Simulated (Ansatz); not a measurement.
`[SH][Ga]([Cl])[Cl]` + `[SiH3]I` → `[SH][GaH][Cl]` + `Cl[SiH2]I` at 400 K and 1 bar (redistribution).

Program: Ansatz. Geometries: PBE0-D4/def2-TZVP. ΔE: electronic, gas phase. CCSD(T)/CBS is the MP2 limit (def2-TZVPP, def2-QZVPP) plus CCSD(T) − MP2 in def2-TZVPP, frozen cores. def2 core potentials past Kr. For Ga, I outer-core shells are correlated without core-valence functions, which leaves a few kJ/mol of doubt a bond. Scalar relativity is left out up to krypton. Each species was taken in one conformer, which may not be the lowest.

```csv
species,CCSD(T)/CBS energy (Eh),H − E (kJ/mol),S (J/(mol·K))
`[SH][Ga]([Cl])[Cl]`,-3242.02309,60.2,376.0
`[SiH3]I`,-588.34840,84.4,288.4
`[SH][GaH][Cl]`,-2782.78263,70.1,337.2
`Cl[SiH2]I`,-1047.58245,72.7,333.6
```

H − E and S are ideal-gas, rigid-rotor, harmonic terms from PBE0-D4/def2-TZVP, for one conformer and one mirror image of each species. 1 Eh = 2625.50 kJ/mol, R = 8.31446 J/(mol·K).

By hand: ΔE, ΔH, ΔS and ΔG.

ΔE = (-2782.78263) + (-1047.58245) − (-3242.02309) − (-588.34840) = 0.00641 Eh = 16.8 kJ/mol. Δ(H − E) = 70.1 + 72.7 − 60.2 − 84.4 = -1.8, so ΔH = 15.0 kJ/mol. ΔS = 337.2 + 333.6 − 376.0 − 288.4 = 6.4 J/(mol·K). ΔG = 15.0 − 400 × (6.4)/1000 = 12.4 kJ/mol.

By hand: the equilibrium constant, and the temperature at which ΔG would vanish if ΔH and ΔS stayed fixed.

log₁₀ K = −ΔG/(RT ln 10) = -1.6. ΔG = 0 at ΔH/ΔS = 2344 K, though so small a ΔS makes that figure unsure.

The number of gas molecules stays the same, so ΔS is small and ΔH decides. A doubt of 5 kJ/mol in ΔE shifts log₁₀ K by 0.7 here. Other conformers and mirror images would add mixing entropy, several J/(mol·K) or more a flexible species. These are equilibria of isolated gas molecules and say nothing of rates. Largest T1 diagnostic: 0.012 (customary marks: 0.02 for closed shells, 0.045 for open ones).
